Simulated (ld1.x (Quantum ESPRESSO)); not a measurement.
# Scattering properties, TM potential for rhodium

* Element: Rh
* Generator: ld1.x (Quantum ESPRESSO) 7.5
* Type: norm-conserving Troullier–Martins (Kleinman–Bylander form)
* Functional: PBE
* Relativity: scalar-relativistic
* Frozen core: [Ar] 3d10 4s2
* Valence charge: 15
* Reference configuration: 4p6 4d8 5s0.5 5p0.5
* Partial waves: 4p (bound): rc 1.30 bohr; 4d (bound): rc 1.40 bohr; 5s (bound): rc 2.50 bohr
* Local potential: the s channel
* Core correction: a·sin(br)/r model core inside 1.25 bohr

Occupied shells without a wave of their own: 5p. They enter only through the test configuration that unscreens the potential, and ld1.x also counts them in the model core charge.

The phase is arctan(r·u′/u) with u = r·R(r), unwrapped; energies in Ry, scanned from -6 to 5 Ry. A pole is an energy at which the radial function vanishes at the test radius. The pseudo phase is shifted by a multiple of π to meet the all-electron one at the reference energy, and phase errors are pseudo minus all-electron; the curves can meet again beyond the range given. Levels narrower than the energy grid can be missing from the lists of poles.

**Question.** For each channel, where are the poles, and over which energies does the pseudopotential scatter like the atom?

**Answer.**

```json
{"channel": "s", "radius (bohr)": "2.68", "reference energy (Ry)": "-0.36", "poles, all-electron": "1.81", "poles, pseudo": "1.65", "unbroken range about the reference energy with phases within 0.05 rad": "below 2.7", "phase error 1 Ry above the reference energy (rad)": "-0.009"}
{"channel": "p", "radius (bohr)": "2.68", "reference energy (Ry)": "-3.77", "poles, all-electron": "-3.74, 3.01", "poles, pseudo": "-3.74, 4.74", "unbroken range about the reference energy with phases within 0.05 rad": "below -0.9", "phase error 1 Ry above the reference energy (rad)": "+0.006"}
{"channel": "d", "radius (bohr)": "2.68", "reference energy (Ry)": "-0.50", "poles, all-electron": "-0.23", "poles, pseudo": "-0.22", "unbroken range about the reference energy with phases within 0.05 rad": "below 0.9", "phase error 1 Ry above the reference energy (rad)": "+0.027"}
```

The potential misses its own reference levels by up to 0.4 eV. ld1.x takes every shell without a wave as core, so the model core holds the 5p electrons as well and exchange and correlation see them twice. This cancels in the reference configuration, but the file is broken for other ones, and its errors say nothing about a proper core correction.

Phases in the d channel:

| E (Ry) | all-electron | pseudo |
| --- | --- | --- |
| -6.00 | 1.419 | 1.419 |
| -5.74 | 1.415 | 1.416 |
| -5.48 | 1.412 | 1.412 |
| -5.22 | 1.408 | 1.408 |
| -4.96 | 1.403 | 1.404 |
| -4.70 | 1.399 | 1.400 |
| -4.44 | 1.394 | 1.395 |
| -4.18 | 1.388 | 1.389 |
| -3.92 | 1.382 | 1.383 |
| -3.66 | 1.375 | 1.377 |
| -3.40 | 1.367 | 1.369 |
| -3.14 | 1.359 | 1.360 |
| -2.88 | 1.349 | 1.351 |
| -2.62 | 1.337 | 1.339 |
| -2.36 | 1.322 | 1.325 |
| -2.10 | 1.304 | 1.308 |
| -1.84 | 1.280 | 1.285 |
| -1.58 | 1.247 | 1.252 |
| -1.32 | 1.194 | 1.201 |
| -1.06 | 1.090 | 1.100 |
| -0.80 | 0.756 | 0.773 |
| -0.54 | -0.913 | -0.913 |
| -0.28 | -1.531 | -1.526 |
| -0.02 | -1.683 | -1.671 |
| 0.24 | -1.764 | -1.746 |
| 0.50 | -1.828 | -1.800 |
| 0.76 | -1.893 | -1.851 |
| 1.02 | -1.970 | -1.906 |
| 1.28 | -2.076 | -1.971 |
| 1.54 | -2.238 | -2.056 |
| 1.80 | -2.516 | -2.176 |
| 2.06 | -2.995 | -2.360 |
| 2.32 | -3.586 | -2.655 |
| 2.58 | -4.005 | -3.096 |
| 2.84 | -4.241 | -3.579 |
| 3.10 | -4.380 | -3.937 |
| 3.36 | -4.469 | -4.160 |
| 3.62 | -4.531 | -4.300 |
| 3.88 | -4.577 | -4.393 |
| 4.14 | -4.613 | -4.460 |
| 4.40 | -4.643 | -4.509 |
| 4.66 | -4.668 | -4.547 |
| 4.92 | -4.689 | -4.578 |
